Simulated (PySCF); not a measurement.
**Radial density of Pm (promethium, neutral)**

UHF, [Xe] 4f5 6s2, one real determinant. All numbers are calculated (PySCF 2.14, scalar relativity by spin-free X2C-1e, in ANO-RCC-VTZP (8s7p5d3f2g1h, 104 functions)).

```
r (bohr)  4πr²ρ (e/bohr)  4πr²(ρα − ρβ)
  0.0201           78.26         0.0028
  0.0338           71.27         0.0066
  0.0569           99.37         0.0099
  0.0957           93.99         0.0066
   0.161           85.07         0.1805
   0.271           70.21         1.2853
   0.456           38.50         4.1743
   0.766           29.43         4.9007
    1.29           10.16         2.2929
    2.17           3.259         0.2910
    3.65          0.6554         0.0132
    6.13          0.2517        -0.0065
    10.3         0.01224        -0.0014
    17.4       8.076e-05         0.0000
```

Densities and radii are taken from the X2C orbitals without a picture-change correction, which distorts them close to the nucleus.

⟨L²⟩ = 24.03 against 30 for a pure H term, so this real determinant mixes terms. Spin-orbit coupling, absent here, splits the open shell strongly.

(1) Where is the radial spin density 4πr²(ρα − ρβ) most negative, and why is it negative at all?

Results:

(1) Around r = 6.13 bohr, down to -0.0065 e/bohr: exchange with the open shell polarises the paired shells in an unrestricted calculation.
